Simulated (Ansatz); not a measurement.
`CS[SiH](Cl)Cl` + H–F → `F[SiH](Cl)Cl` + CH₃SH at 500 K and 1 bar (ligand exchange at the Si–S bond).

Gas-phase electronic energies from Ansatz, PBE0-D4/def2-TZVP geometries. CBS: MP2 limit from def2 TZ/QZ plus the TZ coupled-cluster correction, frozen cores. This one scheme is used for every species. One conformer a species, not always the lowest.

```json
{"species": "`CS[SiH](Cl)Cl`", "CCSD(T)/CBS energy (Eh)": "-1647.00366", "H − E (kJ/mol)": "183.9", "S (J/(mol·K))": "436.4"}
{"species": "H–F", "CCSD(T)/CBS energy (Eh)": "-100.39570", "H − E (kJ/mol)": "39.4", "S (J/(mol·K))": "188.7"}
{"species": "`F[SiH](Cl)Cl`", "CCSD(T)/CBS energy (Eh)": "-1309.19911", "H − E (kJ/mol)": "71.9", "S (J/(mol·K))": "352.5"}
{"species": "CH₃SH", "CCSD(T)/CBS energy (Eh)": "-438.22835", "H − E (kJ/mol)": "145.1", "S (J/(mol·K))": "283.7"}
```

H − E and S are ideal-gas, rigid-rotor, harmonic terms from PBE0-D4/def2-TZVP, for one conformer and one mirror image of each species. 1 Eh = 2625.50 kJ/mol, R = 8.31446 J/(mol·K).

Problem. By hand: ΔE, ΔH, ΔS and ΔG.

Solution. ΔE = (-1309.19911) + (-438.22835) − (-1647.00366) − (-100.39570) = -0.02810 Eh = -73.8 kJ/mol. Δ(H − E) = 71.9 + 145.1 − 183.9 − 39.4 = -6.3, so ΔH = -80.1 kJ/mol. ΔS = 352.5 + 283.7 − 436.4 − 188.7 = 11.1 J/(mol·K). ΔG = -80.1 − 500 × (11.1)/1000 = -85.6 kJ/mol.

Problem. By hand: the equilibrium constant, and the temperature at which ΔG would vanish if ΔH and ΔS stayed fixed.

Solution. log₁₀ K = −ΔG/(RT ln 10) = 8.9. ΔH and −TΔS have one sign here, so there is no such temperature.

The number of gas molecules stays the same, so ΔS is small and ΔH decides. A doubt of 5 kJ/mol in ΔE shifts log₁₀ K by 0.5 here. Other conformers and mirror images would add mixing entropy, several J/(mol·K) or more a flexible species. Modes under 60 cm⁻¹, often nearly free rotors, make the harmonic entropy too high. These are equilibria of isolated gas molecules and say nothing of rates. Largest T1 diagnostic: 0.010 (customary marks: 0.02 for closed shells, 0.045 for open ones).

ΔS is within the doubt of such terms, so its sign, and with it that verdict, could turn.
